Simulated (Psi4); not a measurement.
A dimer, HCl3Ge ··· HCl (SMILES [Cl][GeH]([Cl])[Cl] and Cl); the first 5 atoms form monomer A.

```
7

Ge    -0.0098    -0.0037     0.1433
Cl    -0.1772     2.0124    -0.5671
Cl     1.8762    -0.7968    -0.4986
Cl    -1.5760    -1.1698    -0.7428
H     -0.1133    -0.0420     1.6653
Cl    -2.7289     1.2400     1.4461
H     -3.8066     0.7320     1.9196
```

What interaction energy does SAPT0/jun-cc-pVDZ, frozen core in Psi4 give, and which attractive term is the largest?

Total 9.13 kJ/mol: electrostatics -20.47, exchange 48.93, induction -5.97, dispersion -13.35. The most attractive term is electrostatics.
